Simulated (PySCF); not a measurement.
**How the functional moves excitation energies**

CH7BN2.
InChI=1S/CH7BN2/c1-4-2-3/h2,4H,3H2,1H3

Linear-response calculations in the def2-SVPD basis (PySCF; singlets by full response, triplets Tamm–Dancoff, core orbitals frozen in the response; HF means time-dependent Hartree–Fock). 'Strongest' is the level of largest summed f among the singlets computed (10 roots, of which the last may lack a degenerate partner); it can jump between rows when another state enters that window. S1 is the lowest singlet of each run and needn't be the same state throughout; f(S1) is that of one state. Isolated species at its PBE0-D3(BJ)/def2-SVP geometry (one conformer only).

| functional | kind | S1 (eV) | f(S1) | strongest (eV) | T1 (eV) | HOMO (eV) | gap (eV) | ionisation energy, ΔSCF (eV) |
| --- | --- | --- | --- | --- | --- | --- | --- | --- |
| LDA | LDA | 5.29 | 0.003 | 6.60 | 5.19 | -5.32 | 5.27 | 8.62 |
| PBE | GGA | 5.18 | 0.003 | 6.67 | 5.05 | -5.19 | 5.16 | 8.43 |
| B3LYP | global hybrid, 20% exact exchange | 5.61 | 0.003 | 7.06 | 5.46 | -6.30 | 6.62 | 8.64 |
| PBE0 | global hybrid, 25% exact exchange | 5.87 | 0.003 | 7.20 | 5.70 | -6.52 | 7.14 | 8.62 |
| BHandHLYP | global hybrid, 50% exact exchange | 6.24 | 0.004 | 7.65 | 6.04 | -7.78 | 8.79 | 8.66 |
| CAM-B3LYP | range-separated hybrid | 5.96 | 0.003 | 7.33 | 5.78 | -7.91 | 9.06 | 8.80 |
| wB97X-D | range-separated hybrid | 6.23 | 0.004 | 7.44 | 6.12 | -8.41 | 10.48 | 8.76 |
| LC-wPBE | range-separated hybrid | 6.61 | 0.004 | 7.67 | 6.38 | -9.26 | 11.34 | 8.97 |
| HF | Hartree–Fock | 7.04 | 0.004 | 8.62 | 6.72 | -9.80 | 12.02 | not settled |

S1 runs from 5.18 eV (PBE) to 7.04 eV (HF), a spread of 1.86 eV, while the orbital gap spreads over 6.9 eV. Along PBE (0%), B3LYP (20%), PBE0 (25%), BHandHLYP (50%), HF (100%) S1 rises with the share of exact exchange. −ε(HOMO) comes closest to its own ΔSCF ionisation energy with LC-wPBE (+0.29 eV) and misses most with LDA (-3.30 eV). 'Not settled' means that the ion's SCF failed to converge or may have ended in another state than the lowest.
